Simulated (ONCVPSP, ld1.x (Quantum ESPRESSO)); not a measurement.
## Pseudopotentials across the periodic table

Generated with ld1.x 7.5 (TM, RRKJ, ultrasoft, PAW), atompaw 4.2 or ONCVPSP 4.0.1. The cutoff is in Ry: for ld1.x and atompaw files where the sum of valence levels is converged to 10 mRy in a Bessel basis, for ONCV files where the hardest occupied wave has 1 mHa per electron of residual kinetic energy. The error is the largest all-electron minus pseudo excitation energy over each file’s own four to seven test configurations (ionisations up to +4, promotions, holes and added fractions of an electron), all of which were solved. The labels leave out finer settings (local radius, basis sizes, second energies), which also bear on the numbers. Spin-polarised tests are not counted. The rows are a selection from randomly drawn settings: files with unsolved tests, undetermined cutoffs or missed reference levels are left out.

A true bound ghost makes a file unfit for plane-wave use even where its test errors are small: the radial tests pick states by their node count and pass the ghost by.

```tsv
element	potential	cutoff (Ry)	largest error (meV)	bound ghosts
Mg	ONCV, PBE, scalar-relativistic, rc 1.45/0.80 (sp), local smoothed, core correction yes, reference 2s2 2p6 3s2, qcut 7.2/19.8, projectors 2/3	251	-1.3	none
Ga	ONCV, Wu-Cohen, scalar-relativistic, rc 1.78/1.82/1.20 (spd), local smoothed, core correction yes, reference 3d10 4s2 4p0.75, qcut 3.1/5.1/11.5, projectors 1/2/3	121	-6.8	none
Rb	ONCV, PBE, scalar-relativistic, rc 2.35/1.75/2.10 (spd), local smoothed, core correction yes, reference 4s2 4p6 5s1, qcut 6.7/5.5/4.6, projectors 2/2/2	23	-6.0	none
Sn	ONCV, PBE, scalar-relativistic, rc 1.65/1.65/2.55 (spd), local p, core correction no, reference 5s2 5p2, qcut 3.2/4.7/3.7, projectors 2/0/2	95	+125	s, d
Pb	ONCV, LDA (Perdew-Zunger), fully relativistic, rc 1.30/1.55/1.70 (spd), local smoothed, core correction yes, reference 5s2 5p6 5d10 6s2 6p2, qcut 9.2/8.2/8.1, projectors 2/2/3	68	+1.7	none
```

Q: Fill in the row for Nd: TM, Wu–Cohen, scalar-relativistic, rc 1.90/2.60/2.50/1.10 (spdf), local s, core correction no, reference 4f3 5s2 5p6 5d0 6s0 6p0.

A: cutoff 260 Ry, largest error +514 meV, bound ghosts: none.

Q: Fill in the row for Se: ONCV, PBEsol, scalar-relativistic, rc 0.95/1.15/0.95 (spd), local d, core correction yes, reference 3s2 3p6 3d10 4s2 4p4, qcut 15.3/13.9/17.3, projectors 2/2/0.

A: cutoff 233 Ry, largest error +46 meV, bound ghosts: s.

Q: Fill in the row for Be: ONCV, PBE, scalar-relativistic, rc 0.95/0.95 (sp), local smoothed, core correction no, reference 1s2 2s1.5, qcut 12/10.2, projectors 2/2.

A: cutoff 116 Ry, largest error +3.9 meV, bound ghosts: none.
